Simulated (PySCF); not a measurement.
# Computed structure and properties of [Eu(NH2)3]−

System: [Eu(NH2)3]− (singlet in the valence; each metal's 4f electrons, 7 of them, lie in its core potential, out of spins and levels); start: displaced along the imaginary mode (C2). Method: PySCF 2.14.0, RKS PBE0, Eu lcecp-0-SVP with ECP53, N def2-SVP, H def2-SVP; non-relativistic Hamiltonian with scalar-relativistic core potentials where named; density fitting; no spin-orbit coupling.

Input of the relaxation:

```python
mol = gto.M(atom='''
Eu     0.00000    -0.00000    -0.00000
N      2.45357     0.00000    -0.01079
H      3.08530    -0.12518     0.79699
H      3.10770     0.12519    -0.80016
N     -1.22679     2.12485     0.00065
H     -1.76465     2.55647     0.79942
H     -1.33185     2.80683    -0.79778
N     -1.22678    -2.12486     0.01013
H     -1.66205    -2.62913     0.79939
H     -1.43445    -2.73418    -0.79787''',
    basis={'Eu': 'lcecp-0-SVP', 'N': 'def2-SVP', 'H': 'def2-SVP'},
    ecp={'Eu': 'lcecp-0-SVP'},
    charge=-1, spin=0)
mf = dft.RKS(mol, xc='PBE0')
mf.grids.atom_grid = (50, 194)  # f atoms: unpruned, at least (60, 302)
mf = mf.density_fit()  # fitting sets: Eu AutoAux, N def2-universal-JKFIT, H def2-universal-JKFIT
mf.conv_tol = 1e-08; mf.max_cycle = 55
mf.kernel(dm0)  # dm0: converged density of the start geometry
# quasi-Newton relaxation in Cartesian coordinates to a largest gradient under 0.00045 Eh/bohr, steps kept in the point group
```

Run from Python with OMP_NUM_THREADS=2; the lines above give its settings. Where DIIS fails, smearing, a level shift and second-order steps follow.
It took 2.9 min on 2 threads of AMD EPYC 7R43 64-Core Processor (Zen 3), with other jobs on the host, from the converged density of the start.

Course of the relaxation:

```json
{"step": "0", "energy above end (eV)": "0.4388", "largest force component within the symmetry (eV/Å)": "1.079"}
{"step": "1", "energy above end (eV)": "0.3690", "largest force component within the symmetry (eV/Å)": "0.094"}
{"step": "2", "energy above end (eV)": "0.3244", "largest force component within the symmetry (eV/Å)": "0.363"}
{"step": "3", "energy above end (eV)": "0.3041", "largest force component within the symmetry (eV/Å)": "0.612"}
{"step": "4", "energy above end (eV)": "0.2758", "largest force component within the symmetry (eV/Å)": "0.522"}
{"step": "5", "energy above end (eV)": "0.2089", "largest force component within the symmetry (eV/Å)": "0.436"}
{"step": "6", "energy above end (eV)": "0.1935", "largest force component within the symmetry (eV/Å)": "1.081"}
{"step": "7", "energy above end (eV)": "0.1521", "largest force component within the symmetry (eV/Å)": "0.985"}
{"step": "30", "energy above end (eV)": "0.0009", "largest force component within the symmetry (eV/Å)": "0.058"}
{"step": "31", "energy above end (eV)": "0.0006", "largest force component within the symmetry (eV/Å)": "0.056"}
{"step": "32", "energy above end (eV)": "0.0003", "largest force component within the symmetry (eV/Å)": "0.041"}
{"step": "33", "energy above end (eV)": "0.0002", "largest force component within the symmetry (eV/Å)": "0.026"}
{"step": "34", "energy above end (eV)": "0.0001", "largest force component within the symmetry (eV/Å)": "0.018"}
{"step": "35", "energy above end (eV)": "0.0000", "largest force component within the symmetry (eV/Å)": "0.019"}
```
(The steps between are left out.)

Relaxed geometry (C2):

```xyz
10

Eu   -0.0056    0.0097    0.0000
N     2.4170   -0.0065   -0.2079
H     3.0365   -0.8234   -0.2275
H     3.0667    0.7778   -0.3241
N    -1.2207    2.1142    0.0006
H    -2.2314    2.2672   -0.0713
H    -0.8478    3.0660    0.0730
N    -1.2028   -2.0965    0.2072
H    -2.2069   -2.2671    0.3237
H    -0.8051   -3.0415    0.2263
```

```
     contact      Å
Eu1–N2 (NH2)  2.432
Eu1–N5 (NH2)  2.430
Eu1–N8 (NH2)  2.432
```

On the finer grid (75, 302):

```
HOMO                                                          : not given (4f levels lie in the core)
LUMO                                                          : not given (4f levels lie in the core)
Dipole about the centre of mass                               : 0.00 D
Set of Mulliken populations of Eu1 outside the core potential : s 2.22, p 6.35, d 0.99, f 0.03
D3(BJ) dispersion energy (not in the energies)                : -0.131 eV
```

| atom | Mulliken (e) | Löwdin (e) | spin (e) |
| --- | --- | --- | --- |
| Eu1 | 0.42 | 0.24 | 0.00 |
| N2 | -0.58 | -0.46 | 0.00 |
| H3 | 0.05 | 0.02 | 0.00 |
| H4 | 0.05 | 0.02 | 0.00 |
| N5 | -0.58 | -0.46 | 0.00 |
| H6 | 0.05 | 0.02 | 0.00 |
| H7 | 0.05 | 0.02 | 0.00 |
| N8 | -0.58 | -0.46 | 0.00 |
| H9 | 0.05 | 0.02 | 0.00 |
| H10 | 0.05 | 0.02 | 0.00 |

The 4f levels lie in the core potential and are missing. Their spin isn't counted.

On the grid (50, 194), as all that follows. Harmonic modes: a minimum within the noise of the softest modes; lowest 43 cm⁻¹ (negative: unstable), highest 3544 cm⁻¹, zero-point energy 1.814 eV.

Taking off one NH2 (charge -1, singlet; the rest: singlet) in vacuum, both parts rigid, costs 4.40 eV; the small basis without counterpoise inflates it.

Rigid scan of NH2 along the line from its metal:

distance to N2 (Å), energy (eV) and a bar:
```
     2.13      0.500 #######
     2.23      0.193 ###
     2.33      0.042 #
     2.43      0.000 
     2.53      0.034 
     2.63      0.119 ##
     2.83      0.377 ######
     3.13      0.843 ############
     3.53      1.437 #####################
     4.03      2.049 ##############################
```

One start shape was tried, so this needn't be the lowest isomer.

An lcecp potential fixes the number of 4f electrons, so in runs with it no electron can move into or out of that shell.
